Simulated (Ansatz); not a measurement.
A structure relaxed at PBE0-D4/def2-TZVP, charge 0, multiplicity 1:

```
atom   x (Å)   y (Å)   z (Å)
  C1  -1.568  -1.433   0.325
 Si2   0.225  -1.086  -0.082
  C3   0.722   0.707   0.299
  C4   0.047   1.710  -0.611
  O5   2.132   0.879   0.138
  H6  -1.781  -1.219   1.376
  H7  -2.233  -0.819  -0.287
  H8  -1.814  -2.480   0.139
  H9   1.117  -1.966   0.734
 H10   0.500  -1.365  -1.519
 H11   0.437   0.938   1.339
 H12   0.385   2.723  -0.378
 H13  -1.039   1.676  -0.491
 H14   0.285   1.507  -1.658
 H15   2.586   0.227   0.678
```

(1) Give its formula and SMILES.

(2) Point group (tolerance 0.08 Å, 0.16 Å for H)?

(3) Summarise the bond lengths by kind.

Results:

(1) C3H10OSi, `C[SiH2]C(C)O`.

(2) C1.

(3) 2 × C–Si 1.871 to 1.899 Å; 7 × C–H 1.092 to 1.102 Å; 2 × H–Si 1.489 to 1.495 Å; 1 × C–C 1.514 Å; 1 × C–O 1.429 Å; 1 × H–O 0.961 Å.

Results of the Gaussian-basis code of Ansatz.
